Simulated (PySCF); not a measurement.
3-fluoropenta-1,4-diene (C5H7F), SMILES C=CC(F)C=C. Geometry optimised at B3LYP-D3(BJ)/def2-SVP. One conformer was computed; it need not be the lowest.

Task: Give the equilibrium geometry at B3LYP-D3(BJ)/def2-SVP (PySCF confirms it by a frequency run) as Cartesian coordinates in Å. (Estimate from the structure and the level; the computed values follow.)

Result: This is not unique; one that fits is 
```xyz
13

C      1.6378    -0.0636     1.3659
C      1.2684     0.5545     0.2433
C     -0.0892     0.4672    -0.4061
F      0.1050     0.4637    -1.7909
C     -0.8821    -0.7470    -0.0263
C     -2.0030    -0.7158     0.6956
H      0.9545    -0.7234     1.9084
H      2.6368     0.0776     1.7860
H      1.9635     1.2184    -0.2840
H     -0.6657     1.3815    -0.1685
H     -0.4604    -1.6980    -0.3710
H     -2.4303     0.2298     1.0456
H     -2.5357    -1.6308     0.9678
```
